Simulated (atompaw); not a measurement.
# Plane-wave convergence, PAW (atompaw) potential for Cr

Cr (Z = 24), PAW, made with atompaw 4.2.0.5 (PBE, scalar-relativistic). Core [Ar], reference 3d5 4s1 4p0. Waves: 4s (bound): rc 3.00 bohr; 4s channel at 0.55 Ry: rc 3.00 bohr; 4p (bound, empty): rc 3.00 bohr; 4p channel at 0.65 Ry: rc 3.00 bohr; 3d (bound): rc 1.85 bohr; 3d channel at 0.45 Ry: rc 1.85 bohr. Local part: bessel scheme, radius 2.50 bohr. Core correction: smooth core density matched at 1.60 bohr. Augmentation charge: sinc compensation charge, radius 2.75 bohr; PAW radius 3.00 bohr; waves and projectors: custom rrkj gramschmidtortho.

The pseudo-atom Hamiltonian at the reference potential is diagonalised in spherical Bessel functions j_l(qr) that vanish at 20 bohr, with q² up to the cutoff. All-electron valence levels (Ry): 4s -0.2945, 4p -0.0727, 3d -0.2141.

**Question.** How do the lowest levels (Ry) of each channel move with the cutoff, and are there ghosts?

**Answer.**

| cutoff (Ry) | s #1 | p #1 | p #2 | d #1 | f #1 | f #2 | Σ f·Δε (mRy) |
| --- | --- | --- | --- | --- | --- | --- | --- |
| 8 | -0.2945 | -0.0726 | 0.0490 | 0.0454 | 0.1052 | 0.2270 | 1298.0 |
| 12 | -0.2945 | -0.0726 | 0.0490 | -0.0043 | 0.1052 | 0.2270 | 1049.4 |
| 21 | -0.2945 | -0.0726 | 0.0490 | -0.1957 | 0.1052 | 0.2270 | 92.3 |
| 30 | -0.2945 | -0.0726 | 0.0490 | -0.2134 | 0.1052 | 0.2270 | 3.9 |
| 45 | -0.2945 | -0.0726 | 0.0490 | -0.2140 | 0.1052 | 0.2270 | 0.9 |
| 55 | -0.2945 | -0.0726 | 0.0490 | -0.2141 | 0.1052 | 0.2270 | 0.2 |
| 400 | -0.2945 | -0.0726 | 0.0490 | -0.2141 | 0.1052 | 0.2270 | 0.0 |

Result: no extra level below or beside the all-electron valence levels (s, p, d, f tested); 10 mRy is reached at 30 Ry and 1 mRy at 45 Ry.
